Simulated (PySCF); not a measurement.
Compound: TiCl4 (singlet state).
Atom-mapped SMILES: `[Cl:1][Ti:2]([Cl:3])([Cl:4])[Cl:5]`

Method: MP2 and CCSD/aug-cc-pVDZ in PySCF, restricted Hartree–Fock reference, 25 core orbitals frozen, non-relativistic, gas phase, PBE0-D3(BJ)/def2-SVP geometry.

E(HF) = -2686.70271 Eh.

How large is the problem?

167 basis functions and 90 electrons; 25 orbitals frozen, which leaves o = 20 correlated occupied and v = 122 virtual orbitals. That is o·v = 2440 singles and o·v(o·v + 1)/2 = 2978020 distinct closed-shell doubles amplitudes before symmetry; the costliest CCSD step grows as o²v⁴ = 8.9 × 10^10.

What are the MP2 and CCSD correlation energies?

MP2 -0.9729 Eh and CCSD -0.9899 Eh, which gives totals of -2687.67564 and -2687.69259 Eh. That is 0.673 eV for each correlated electron at CCSD (2599 kJ/mol in all, 0.037 % of the total energy); MP2 gives 98.3 % of the CCSD value.

What is the T1 diagnostic?

0.0246, for which the customary limit of 0.02, set for main-group molecules, is no guide with a transition metal. It is the norm of the spatial-orbital singles amplitudes over the root of the number of correlated electrons, so the norm is 0.156.

No triples correction and no basis-set extrapolation were made.
